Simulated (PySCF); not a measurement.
**Correlation energy of Cu²⁺ (copper, charge +2)**

[Ar] 3d8 4s1, high-spin 4F determinant (an excited configuration). Computed with PySCF 2.14 in aug-cc-pVQZ-PP with ECP10MDF (7s7p6d4f3g2h, 135 functions), with scalar relativity through the core potential. Frozen: 3s2 3p6; 9 electrons correlated.

MP2 pair energies summed by pair of shells (mhartree):

| pair | energy | share (%) |
| --- | --- | --- |
| 3d-3d | -277.46 | 90.8 |
| 3d-4s | -28.16 | 9.2 |

Total MP2 correlation energy: -305.62 mhartree.

Same-spin part -116.25 and opposite-spin part -189.37 mhartree; SCS-MP2 scales them by 1/3 and 6/5 to -265.99 mhartree.
